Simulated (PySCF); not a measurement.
**Pt³⁺ (platinum, charge +3) across methods**

[Xe] 4f14 5d7, high-spin 4F determinant. All numbers are calculated (PySCF 2.14, a scalar-relativistic core potential, in aug-cc-pVDZ-PP with ECP60MDF).

```json
{"method": "LDA", "E (hartree)": "-116.9476", "mean ε 5p β (eV)": "-89.699", "mean ε 5d α (eV)": "-39.924", "mean ε 5d β (eV)": "-37.930", "Σ⟨r²⟩ (bohr²)": "28.67", "⟨S²⟩": "3.750"}
{"method": "UHF", "E (hartree)": "-116.54198", "mean ε 5p β (eV)": "-100.68", "mean ε 5d α (eV)": "-46.539", "mean ε 5d β (eV)": "-43.818", "Σ⟨r²⟩ (bohr²)": "28.22", "⟨S²⟩": "3.753"}
{"method": "PBE", "E (hartree)": "-117.2175", "mean ε 5p β (eV)": "-89.639", "mean ε 5d α (eV)": "-39.809", "mean ε 5d β (eV)": "-37.890", "Σ⟨r²⟩ (bohr²)": "28.48", "⟨S²⟩": "3.750"}
{"method": "r2SCANh", "E (hartree)": "-117.2336", "mean ε 5p β (eV)": "-91.835", "mean ε 5d α (eV)": "-40.999", "mean ε 5d β (eV)": "-38.707", "Σ⟨r²⟩ (bohr²)": "28.29", "⟨S²⟩": "3.751"}
{"method": "PBE0", "E (hartree)": "-117.2007", "mean ε 5p β (eV)": "-92.728", "mean ε 5d α (eV)": "-41.729", "mean ε 5d β (eV)": "-39.652", "Σ⟨r²⟩ (bohr²)": "28.37", "⟨S²⟩": "3.751"}
{"method": "TPSSh", "E (hartree)": "-117.1820", "mean ε 5p β (eV)": "-91.066", "mean ε 5d α (eV)": "-40.502", "mean ε 5d β (eV)": "-38.671", "Σ⟨r²⟩ (bohr²)": "28.38", "⟨S²⟩": "3.751"}
{"method": "M06-L", "E (hartree)": "-117.3076", "mean ε 5p β (eV)": "-90.485", "mean ε 5d α (eV)": "-39.936", "mean ε 5d β (eV)": "-38.056", "Σ⟨r²⟩ (bohr²)": "28.11", "⟨S²⟩": "3.752"}
{"method": "HSE06", "E (hartree)": "-117.1981", "mean ε 5p β (eV)": "-92.307", "mean ε 5d α (eV)": "-41.302", "mean ε 5d β (eV)": "-39.235", "Σ⟨r²⟩ (bohr²)": "28.37", "⟨S²⟩": "3.751"}
{"method": "r2SCAN", "E (hartree)": "-117.2493", "mean ε 5p β (eV)": "-90.756", "mean ε 5d α (eV)": "-40.276", "mean ε 5d β (eV)": "-38.014", "Σ⟨r²⟩ (bohr²)": "28.31", "⟨S²⟩": "3.751"}
```

Energies and moments cover only the electrons outside the core potential. Spin-orbit coupling, absent here, splits the open shell strongly.
